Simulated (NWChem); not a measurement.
System: iminoborane (BNH2); SMILES B=N

Input file for NWChem:

```
start job
memory heap 200 mb stack 900 mb global 1100 mb
geometry units angstroms noautosym nocenter noautoz
  B      0.000052     0.686737     0.000000
  N      0.000249    -0.545904     0.000000
  H     -0.000152     1.858300     0.000000
  H      0.003187    -1.537450     0.000000
end
basis spherical
  B library cc-pvtz
  N library cc-pvtz
  H library cc-pvtz
end
dft
  xc b3lyp
  iterations 150
end
property
  efieldgrad
end
task dft property
```

All runs use the structure optimised with PBE0-D3(BJ)/def2-TZVP.

Vzz is the largest principal value of the second derivative of the potential at the nucleus (NWChem prints the opposite sign); η is the asymmetry. Non-relativistic.

Atoms are numbered as in the input.

Q: What results follow from this input? (B3LYP/cc-pVTZ.) Quantities: Vzz B1 (a.u.); η B1; Vzz N2 (a.u.); η N2.

A: The vzz B1 (a.u.) is -0.351 and the η B1 comes out as 0.00. The vzz N2 (a.u.) comes out as 0.139 and the η N2 is 0.00.
